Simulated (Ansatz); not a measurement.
C₂F₄O, SMILES `FC1(F)OC1(F)F`. The species carries charge 0 and has multiplicity 1. The geometry is a stationary point of PBE0-D4/def2-TZVP.

```xyz
7

F     1.782   -0.003   -0.367
C     0.594   -0.412    0.032
F     0.723   -1.435    0.852
O    -0.377   -0.535   -0.956
C    -0.575    0.439    0.016
F    -0.544    1.690   -0.399
F    -1.603    0.257    0.821
```

**Question.** What is the dipole moment at ωB97M-V/def2-TZVPP? (Best estimate.)

**Answer.** Ansatz gave: 0.60 D, with components (0.19, 0.28, 0.49) D in this frame, pointing from negative to positive charge.

**Question.** And with PBE, r2SCAN, B3LYP? (Estimate.)

**Answer.** Computed: PBE 0.52 D, r2SCAN 0.54 D, B3LYP 0.58 D.

**Question.** Give the Mulliken charges with ωB97M-V, r2SCAN, B3LYP in def2-TZVPP. (An estimate is asked.)

**Answer.** Ansatz gave: 
| atom | ωB97M-V | r2SCAN | B3LYP |
| --- | --- | --- | --- |
| F1 | -0.14 | -0.15 | -0.15 |
| C2 | 0.40 | 0.43 | 0.43 |
| F3 | -0.14 | -0.15 | -0.15 |
| O4 | -0.24 | -0.25 | -0.25 |
| C5 | 0.40 | 0.43 | 0.43 |
| F6 | -0.14 | -0.15 | -0.15 |
| F7 | -0.14 | -0.15 | -0.15 |

B3LYP here is the variant with VWN-RPA as its local correlation; programs differ in this.
